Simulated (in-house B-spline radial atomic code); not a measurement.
Values are calculated unless marked as measured or tabulated.
**Correlation energy from the adiabatic connection: −Z exp(−kr)/r, Z = 2.64, k = 0.859**

Two electrons in a singlet, external potential −Z exp(−kr)/r, Z = 2.64, k = 0.859 (atomic units). Full CI in B-splines (partial waves to l = 8, correlation up to 0.6 % small) with the density held fixed gives W(λ) = <V_ee>_λ − U, and E_c is the integral of W(λ) − W(0) from 0 to 1.

| λ | W(λ) − W(0) (hartree) |
| --- | --- |
| 0 | 0.00000 |
| 0.02 | -0.00200 |
| 0.05 | -0.00497 |
| 0.12 | -0.01177 |
| 0.25 | -0.02393 |
| 0.4 | -0.03727 |
| 0.6 | -0.05399 |
| 0.8 | -0.06958 |
| 1 | -0.08416 |

Task: Integrate the table by the trapezoid rule.

Result: The strips give -0.00002, -0.00010, -0.00059, -0.00232, -0.00459, -0.00913, -0.01236, -0.01537, which sum to -0.04448 hartree. The direct value, W(1) − W(0) + T_c with T_c = 0.03961, is -0.04455; the curve is convex, so chords lie above it and the trapezoids fall short in size by 0.16 %.

Task: Now use only three numbers: W(0) = -1.2563, the initial slope W'(0) = -0.1003 (extrapolated from the first points) and the strong-coupling limit of the point-charge-plus-continuum model, W∞ = -1.8033. What do second-order theory and the interpolation W(λ) = W∞ + (W(0) − W∞)/√(1 + 2χλ) of Seidl, Perdew and Levy give?

Result: Second order keeps the slope alone: E_c = W'(0)/2 = -0.05015, +13 % in size against -0.04455. Matching the slope fixes χ = W'(0)/(W∞ − W(0)) = -0.1003/(-0.54700) = 0.18336. Integrating, with s = √(1 + 2χ) = 1.169071, E_c = −(W(0) − W∞)(s − 1)/(s + 1) = −0.54700 × 0.169071/2.169071 = -0.04264 hartree, -4.3 % in size against the full result. At λ = 1 the formula gives W − W(0) = -0.07911 against -0.08416. Part of the miss can come from the model's W∞.
